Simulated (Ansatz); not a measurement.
This triplet lies 0.18 eV below the relaxed singlet at the level B3LYP/cc-pVTZ // B3LYP-D3(BJ)/def2-TZVP (Ansatz, a first-principles code); other levels give the other order.

A geometry relaxed with B3LYP-D3(BJ)/def2-TZVP (Ansatz), charge 0, multiplicity 3:

```xyz
8

H     -0.9600    -1.1248    -0.3771
C      0.1055     0.5306     0.4050
C      1.4327     0.3918    -0.0434
H      1.5976    -0.5154    -0.6696
H     -1.5109    -0.5676     1.2156
O      2.3677     1.1541     0.1923
H     -1.9090     0.3671    -0.2212
C     -1.1237    -0.2357     0.2466
```

**Question.** Write the SMILES of this molecule.

**Answer.** `C[C]C=O`
